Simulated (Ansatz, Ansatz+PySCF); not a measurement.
```yaml
atoms:
  - { symbol: C, position_ang: [1.4000, 0.0000, 0.0000] }
  - { symbol: C, position_ang: [0.7000, 1.2124, 0.0000] }
  - { symbol: C, position_ang: [-0.7000, 1.2124, 0.0000] }
  - { symbol: C, position_ang: [-1.4000, 0.0000, 0.0000] }
  - { symbol: C, position_ang: [-0.7000, -1.2124, 0.0000] }
  - { symbol: C, position_ang: [0.7000, -1.2124, 0.0000] }
  - { symbol: O, position_ang: [2.6500, 0.0000, 0.0000] }
  - { symbol: H, position_ang: [1.2425, 2.1521, 0.0000] }
  - { symbol: O, position_ang: [-1.3250, 2.2950, 0.0000] }
  - { symbol: H, position_ang: [-2.4850, 0.0000, 0.0000] }
  - { symbol: H, position_ang: [-1.2425, -2.1521, 0.0000] }
  - { symbol: H, position_ang: [1.2425, -2.1521, 0.0000] }
```

Basis set: def2-SVP (spherical functions). Charge 0, multiplicity 1.

Computed with Ansatz (development build ahead of 0.2.0); each method stands on the lowest determinant of its kind that the runs found. Restricted functionals stand beside restricted open-shell atoms, which can lie above the unrestricted atoms usual in DFT and then raise those values.

The atomization energy at this shape (free ground-state atoms in the same class of orbitals less the molecule, no zero-point energy) of singlet C6H4O2:

```tsv
method	atomization energy
ωB97X (restricted)	59.56 eV
PBE0 (restricted)	60.72 eV
UHF	43.34 eV
RHF	41.52 eV
```

(1) What does PBE0 (unrestricted) give?

Answers

(1) 61.38 eV. Caution: the shape is not the minimum. Caution for ωB97X (restricted): no unrestricted run beside it, a lower state can exist. Caution for PBE0 (unrestricted), UHF: the unrestricted determinant is a mixture of spin states. Caution for PBE0 (restricted), RHF: an unrestricted determinant lies well below.
